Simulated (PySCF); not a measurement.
Working out the electron affinity of Se

Se⁻ [Ar] 3d10 4s2 4p5 (2P) → Se [Ar] 3d10 4s2 4p4 (3P). Computed with PySCF 2.14 in aug-cc-pVTZ-PP with ECP10MDF (6s5p4d2f, 55 functions), with scalar relativity through the core potential. Frozen: 3s2 3p6 3d10. Energies in hartree (1 hartree = 27.21139 eV):

```
            part  Se⁻ (lower)   Se (upper)
             UHF  -371.896739  -371.862673
CCSD correlation    -0.153569    -0.120535
             (T)    -0.006584    -0.003891
```

What does Hartree-Fock give?

(-371.862673) − (-371.896739) = 0.034066 hartree = 0.927 eV.

What do CCSD and CCSD(T) give?

The CCSD correlation energies differ by 0.033034 hartree = 0.899 eV and the triples by 0.002693 hartree = 0.073 eV, so CCSD gives 1.826 eV and CCSD(T) 1.899 eV.

Reference: 2.021 eV (measured; photodetachment measurements, as compiled on the Wikipedia data page of electron affinities), between the lowest levels; spin-orbit coupling is absent from the calculation.

What remains against the reference includes basis incompleteness, the frozen core and higher excitations.
